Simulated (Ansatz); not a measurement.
**Energy on a grid of two coordinates**

GaHICl (SMILES [Cl][GaH][I]), singlet, PBE0-D4/def2-TZVP minimum:

```json
{"atom": "Cl1", "x (Å)": "-2.0088", "y (Å)": "-0.0365", "z (Å)": "-0.4875"}
{"atom": "Ga2", "x (Å)": "0.0746", "y (Å)": "0.1912", "z (Å)": "-0.0866"}
{"atom": "I3", "x (Å)": "1.1709", "y (Å)": "-1.6987", "z (Å)": "1.0624"}
{"atom": "H4", "x (Å)": "0.8187", "y (Å)": "1.4837", "z (Å)": "-0.5086"}
```

Rows set the bond length Ga2–I3 (Å; 2.469 at the minimum), columns the angle I3–Ga2–H4 (°; 123.5), set in this order; the parts move rigidly, in a bend the first-named atom's side turns in the plane, and in a torsion the whole end group turns. CCSD(T) energies count from the value at that structure, in eV. Computed with Ansatz 0.2.0 (basis: def2-TZVPP); correlated methods freeze the cores. Filled d shells of the heavier atoms are correlated. Core potentials replace the inner electrons of the atoms past krypton. The def2 sets are not built for correlating such inner shells, so the correlated values are less sure here.

```tsv
Ga2–I3 \ I3–Ga2–H4	99.5	111.5	123.5	135.5	147.5
2.024	2.607	2.264	2.161	2.316	2.842
2.281	?	0.347	?	0.379	0.788
2.656	0.454	0.241	0.174	0.263	0.552
3.094	1.347	?	?	1.217	1.414
3.579	2.363	2.267	2.240	2.284	2.408
```

Task: Fill in the withheld cells. (To be estimated.)

Result: The calculation gives: (2.281, 99.5): 0.631; (2.281, 123.5): 0.259; (3.094, 111.5): 1.197; (3.094, 123.5): 1.152 eV. These count from the CCSD(T) energy at the PBE0-D4 minimum.

The same grid for a cheaper method: MP2 − CCSD(T), both counted from the minimum, in eV:
```tsv
Ga2–I3 \ I3–Ga2–H4	99.5	111.5	123.5	135.5	147.5
2.024	-0.106	-0.112	-0.120	-0.132	-0.151
2.281	-0.031	-0.037	-0.043	-0.051	-0.064
2.656	0.046	0.040	0.036	0.031	0.026
3.094	0.117	0.111	0.108	0.108	0.109
3.579	0.217	0.208	0.205	0.209	0.219
```

The T1 diagnostic stays at or below 0.018. The restricted Hartree–Fock reference is unstable towards an unrestricted one here. A large double-excitation amplitude points to some diradical character; no triplet was computed.

For scale, one of the runs: CCSD(T)/def2-TZVPP, 154 basis functions (an equivalent command: `ansatz run in.yaml --threads 4`). The run took 17 s on 4 CPU threads (shared host), with 0.88 GiB of host memory at its peak.
